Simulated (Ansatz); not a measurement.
Relaxation of F$_{2}$GeH$_{4}$O (8 atoms, charge 0, multiplicity 1), to a largest force component of 0.03 eV/Å in at most 50 steps.

Level of theory: Ansatz, RKS PBE/def2-SVP.

```xyz
8
Properties=species:S:1:pos:R:3:forces:R:3
Ge 0.440 -0.117 -0.308 -0.04 0.01 0.20
O -0.428 -0.285 2.520 0.54 -0.29 -0.33
H -1.146 -0.892 2.256 -0.04 -0.02 -0.04
F 1.199 -0.355 -1.869 -0.01 -0.01 0.00
H 0.032 1.364 -0.220 0.00 -0.02 0.01
F -0.993 -1.129 -0.383 0.00 0.01 0.06
H 1.386 -0.750 0.742 0.14 0.01 -0.23
H 0.377 -0.825 2.314 -0.59 0.30 0.34
```

Task: Where does it end, and by what steps?

Result: The run converged. After 10 steps the energy has fallen by 0.213 eV; H8 moved furthest, 0.52 Å.

| step | energy less start (eV) | largest force component (eV/Å) | accepted |
| --- | --- | --- | --- |
| 0 | 0.0000 | 0.593 | yes |
| 1 | 0.0096 | 2.018 | no |
| 2 | -0.0492 | 0.657 | yes |
| 3 | -0.0921 | 0.810 | yes |
| 4 | -0.1246 | 1.265 | yes |
| 5 | -0.1822 | 0.565 | yes |
| 6 | -0.1796 | 0.484 | no |
| 7 | -0.2060 | 0.223 | yes |
| 8 | -0.2111 | 0.144 | yes |
| 9 | -0.2123 | 0.074 | yes |
| 10 | -0.2125 | 0.026 | yes |

```xyz
8
Properties=species:S:1:pos:R:3
Ge 0.501 -0.150 -0.204
O -0.405 -0.211 2.245
H -1.090 -0.755 1.798
F 0.898 -0.276 -1.914
H 0.045 1.304 -0.010
F -0.893 -1.250 -0.124
H 1.714 -0.778 0.509
H 0.098 -0.875 2.752
```

Time of the run: 15 s on 2 threads of Arm Neoverse V2 (shared host), peak memory 0.13 GiB.
